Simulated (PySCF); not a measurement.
A calculated (UHF, PySCF 2.14, x2c-TZVPPall, scalar relativity by spin-free X2C-1e) atom or ion has these occupied shells.

```csv
shell,electrons,orbital energy (eV),"rms radius, mean of both spins (bohr)"
1s β,1,-18100.9,0.0426
1s α,1,-18100.9,0.0426
2s α,1,-2582.8,0.176
2s β,1,-2582.4,0.176
2p α,3,-2298.1,0.157
2p β,3,-2297.8,0.157
3s α,1,-457.21,0.488
3s β,1,-457.06,0.488
3p α,3,-361.69,0.496
3p β,3,-361.50,0.496
3d α,5,-204.64,0.495
3d β,5,-204.07,0.495
4s α,1,-72.732,1.31
4s β,1,-70.115,1.31
4p α,3,-46.392,1.49
4p β,3,-42.496,1.49
4d α,3,-12.909,2.43
```

Name the element and its charge.

Zr⁺ (zirconium, charge +1), in [Kr] 4d3, high-spin 4F determinant (an excited configuration).
